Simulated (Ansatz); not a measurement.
Relaxation of ClF₂GeH₄N (9 atoms, charge 0, multiplicity 1), to a largest force component of 0.03 eV/Å in at most 50 steps.

All numbers below come from Ansatz 0.2.0, RKS PBE/def2-SVP.

```xyz
9
Properties=species:S:1:pos:R:3
Ge 0.431 0.486 -0.440
H 0.050 0.011 2.256
Cl 2.009 -0.511 -1.485
F -0.688 1.245 -1.530
F -0.547 -0.774 0.276
N 1.157 1.882 0.577
H 1.865 1.558 1.245
H 0.426 2.405 1.074
H 0.406 0.633 2.326
```

Problem. Where does it end, and by what steps?

Solution. The run converged. The force dipped under the threshold on the way, but the program's further checks kept it going. After 21 steps the energy has fallen by 0.390 eV; H9 moved furthest, 1.30 Å.

```tsv
step	energy less start (eV)	largest force component (eV/Å)	accepted
0	0.0000	1.654	yes
1	-0.2196	0.424	yes
2	-0.2934	0.325	yes
3	-0.3368	0.177	yes
4	-0.3592	0.131	yes
5	-0.3728	0.093	yes
6	-0.3816	0.124	yes
7	-0.3841	0.021	yes
8	-0.3846	0.180	yes
9	-0.3856	0.032	yes
10	-0.3863	0.025	yes
11	-0.3867	0.100	yes
12	-0.3871	0.050	yes
13	-0.3878	0.019	yes
14	-0.3815	0.491	no
15	-0.3888	0.048	yes
16	-0.3886	0.172	no
17	-0.3893	0.037	yes
18	-0.3897	0.062	yes
19	-0.3898	0.116	yes
20	-0.3902	0.059	yes
21	-0.3905	0.019	yes
```

```xyz
9
Properties=species:S:1:pos:R:3
Ge 0.542 0.558 -0.624
H -0.318 0.020 2.663
Cl 1.997 -0.249 -1.970
F -0.856 1.081 -1.512
F -0.091 -0.741 0.366
N 1.232 1.943 0.319
H 2.231 1.820 0.520
H 0.727 2.126 1.194
H -0.354 0.377 3.344
```

Whether the end is a true minimum wasn't checked by a vibrational analysis.

Time of the run: 57 s on 2 threads of Arm Neoverse V1, with other jobs on the host, peak memory 0.16 GiB.
